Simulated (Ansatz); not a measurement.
The same molecule with X = Ti, Zr, Hf. Ansatz, PBE0-D4/def2-TZVP geometries, multiplicity 1.

Elements past krypton have def2 core potentials. Scalar relativity is left out up to krypton. Spin–orbit coupling is left out; it splits and shifts lone-pair levels of the heavy atoms by tenths of an eV.

```
 X                  molecule  mean X–Cl bond length / Å  mean X–I bond length / Å  HOMO–LUMO gap (PBE/def2-TZVPP) / eV  LUMO energy (ωB97M-V/def2-TZVPP) / eV  size of the dipole moment (ωB97M-V/def2-TZVPP) / D
Ti  `[Cl][Ti]([Cl])([I])[I]`                      2.161                     2.529                                 2.49                                  -1.75                                                0.33
Hf  `[Cl][Hf]([Cl])([I])[I]`                      2.312                     2.683                                 3.84                                  -0.53                                                0.21
```

(1) Give the row for X = Zr, `[Cl][Zr]([Cl])([I])[I]`. (Best estimate.)

Results:

(1) Computed: 
```tsv
X	molecule	mean X–Cl bond length / Å	mean X–I bond length / Å	HOMO–LUMO gap (PBE/def2-TZVPP) / eV	LUMO energy (ωB97M-V/def2-TZVPP) / eV	size of the dipole moment (ωB97M-V/def2-TZVPP) / D
Zr	`[Cl][Zr]([Cl])([I])[I]`	2.311	2.681	3.44	-0.98	0.22
```

From Ti to Hf the mean X–Cl bond length rises at each step, by 0.151 Å in all; the mean X–I bond length rises at each step, by 0.154 Å in all; the HOMO–LUMO gap (PBE/def2-TZVPP) rises at each step, by 1.35 eV in all; the LUMO energy (ωB97M-V/def2-TZVPP) rises at each step, by 1.22 eV in all. Dipoles are sizes alone, and their direction can turn along the series.
